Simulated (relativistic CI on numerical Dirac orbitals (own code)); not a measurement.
# Os2+: 5p photoemission

Computed with this model: Dirac-Coulomb-Breit CI, KLI orbitals optimised for each configuration, model QED, valence Slater integrals scaled by 0.7, multiplet model of photoemission in the sudden approximation; configurations [Xe] 4f14 5d6 → [Kr] 4d10 4f14 5s2 5p5 5d6; 300 K; Lorentzian 1.5 eV and Gaussian 0.6 eV FWHM. Energies are those of the free ion, without screening or charge transfer. The energies are binding energies and can lie tens of eV above those of solids. S is read from ⟨S²⟩ = S(S + 1).

Field parameters in Wybourne normalisation: Oh B⁴₀ = 21Dq, B⁴₄ = √(5/14) B⁴₀. The field is a parameter set, without covalency.

Computed curve for free ion, scaled to 100 at the maximum (points under 2 are left out and the grid is thinned):

(Energy (eV), Intensity): (62.8, 2.0), (63.6, 2.5), (64.4, 3.2), (65.2, 4.2), (66.0, 5.8), (66.8, 8.8), (67.6, 15.1), (68.4, 31.7), (69.2, 76.1), (70.0, 99.4), (71.0, 82.9), (71.8, 46.1), (72.6, 34.1), (73.4, 33.1), (74.2, 31.5), (75.0, 30.4), (75.8, 28.9), (76.6, 28.2), (77.4, 30.9), (78.2, 23.7), (79.0, 18.9), (79.8, 18.0), (80.6, 12.6), (81.4, 8.1), (82.2, 6.3), (83.0, 5.7), (83.8, 6.7), (84.6, 10.3), (85.4, 20.9), (86.2, 39.5), (87.2, 43.2), (88.0, 41.8), (88.8, 45.1), (89.6, 37.1), (90.4, 19.8), (91.2, 12.2), (92.0, 6.6), (92.8, 4.0), (93.6, 2.7), (94.4, 2.1)

The ground state has S = 1.86, and the centroid lies at 77.25 eV.
